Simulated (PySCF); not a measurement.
Computed shifts of a molecule C5H10, KT2/pcSseg-1 in PySCF, GIAO, gas phase, equivalent atoms averaged, in ppm (number of nuclei): ¹³C: 139.4 (1), 115.6 (1), 43.2 (1), 31.6 (1), 16.7 (1). ¹H: 6.49 (1), 5.41 (2), 2.39 (2), 1.94 (1), 1.61 (1), 1.33 (3). References: ¹³C against TMS (σ = 185.1 ppm); ¹H against TMS (σ = 31.47 ppm), references at their B3LYP-D3(BJ)/def2-TZVP geometries, non-relativistic. Geometry: B3LYP-D3(BJ)/def2-SVP. The values are those of a single conformer.

Pick the molecule that these values belong to.
A) CC1CCC1
B) CCC1CC1
C) C=C(C)CC
D) C=CCCC

D, C=CCCC
